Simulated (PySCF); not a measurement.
**Ionisation energy of Pt by level of theory**

Pt [Xe] 4f14 5d9 6s1 (3D) → Pt+ [Xe] 4f14 5d9 (2D), as a difference of total energies. All numbers are calculated (PySCF 2.14, scalar relativity through the core potential, in aug-cc-pVDZ-PP with ECP60MDF). Correlated levels: valence: 5s2 5p6 frozen. The calculations carry no spin-orbit coupling.

```json
{"method": "UHF", "ionisation energy (eV)": "7.575"}
{"method": "MP2 (valence)", "ionisation energy (eV)": "8.922"}
{"method": "SCS-MP2 (valence)", "ionisation energy (eV)": "8.724"}
{"method": "CCSD (valence)", "ionisation energy (eV)": "8.711"}
{"method": "CCSD(T) (valence)", "ionisation energy (eV)": "8.762"}
```

Task: How much does correlation contribute at CCSD(T) (valence)?

Result: 8.762 − (7.575) = 1.187 eV, measured against UHF.

The reference lies between the lowest fine-structure levels, while these numbers refer to the centres of the terms.

Errors of the correlated levels include the incompleteness of this basis and the frozen core.

For comparison: 8.959 eV (measured; NIST Atomic Spectra Database, ionization energies).
